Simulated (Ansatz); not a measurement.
Breaking a bond: NLi, lowest singlet found (which spin is the ground state isn't settled by this scan).

Levels: RKS-PBE = Ansatz (a quantum-chemistry and plane-wave program) with restricted PBE/aug-cc-pVDZ; RKS-B3LYP = restricted B3LYP/aug-cc-pVDZ (Ansatz); FCI = full CI/aug-cc-pVDZ, frozen core run with Ansatz.

Energies relative to the lowest point of each curve between 1.66 and 2.35 Å, where full CI is lowest, in kcal/mol; the last columns give the error against full CI:

| R / Å | RKS-PBE | RKS-B3LYP | FCI | RKS-PBE − FCI | RKS-B3LYP − FCI |
|---|---|---|---|---|---|
| 1.66 | 6.1 | 5.2 | 7.1 | -1.0 | -1.9 |
| 1.72 | 2.9 | 2.3 | 3.6 | -0.7 | -1.3 |
| 1.79 | 0.8 | 0.4 | 1.2 | -0.4 | -0.8 |
| 1.89 | 0.0 | 0.0 | 0.0 | 0.0 | 0.0 |
| 1.95 | 0.4 | 0.6 | 0.2 | 0.2 | 0.4 |
| 2.03 | 1.7 | 2.2 | 1.3 | 0.4 | 0.9 |
| 2.07 | 2.6 | 3.3 | 2.1 | 0.4 | 1.1 |
| 2.16 | 5.0 | 6.0 | 4.4 | 0.6 | 1.6 |
| 2.23 | 7.2 | 8.4 | 6.5 | 0.6 | 1.9 |
| 2.35 | 11.2 | 12.9 | 10.5 | 0.7 | 2.4 |
| 2.52 | 17.3 | 19.5 | 16.6 | 0.7 | 3.0 |
| 2.69 | 23.2 | 26.0 | 22.6 | 0.6 | 3.4 |
| 2.93 | 31.0 | 34.6 | 30.6 | 0.5 | 4.1 |
| 3.20 | 38.7 | 43.1 | 38.3 | 0.5 | 4.8 |
| 3.53 | 46.6 | 51.9 | 45.6 | 1.0 | 6.3 |
| 3.95 | 54.2 | 60.5 | 51.4 | 2.8 | 9.1 |
| 4.40 | 60.1 | 67.4 | 54.4 | 5.8 | 13.1 |
| 4.93 | 64.8 | 73.1 | 55.7 | 9.2 | 17.4 |
| 5.78 | 69.3 | 78.7 | 56.2 | 13.1 | 22.5 |
| 6.77 | 71.9 | 82.3 | 56.4 | 15.5 | 26.0 |

RKS-PBE is furthest from FCI at 6.77 (15.5 kcal/mol, above); its mean absolute error over the points is 2.7 kcal/mol.

RKS-B3LYP is furthest from FCI at 6.77 (26.0 kcal/mol, above); its mean absolute error over the points is 6.1 kcal/mol.

The scan ran from 1.42 to 6.77 Å; beyond the distances shown full CI changes its symmetry label. The restricted form behind RKS-PBE, RKS-B3LYP keeps the bonding electrons paired and can't separate into open-shell fragments. Also computed but left out beside FCI, since their determinant holds another spin at the minimum (<S²> over 0.7 above the pure value): UHF, UMP2, UCCSD, UCCSD(T), UCCSDT, UCCSDT(Q), UKS-B3LYP, UKS-CAM-B3LYP, UKS-PBE, UKS-B3LYP/6-31G*, UHF/STO-3G, UKS-B3LYP/LANL2DZ, UHF/3-21G.
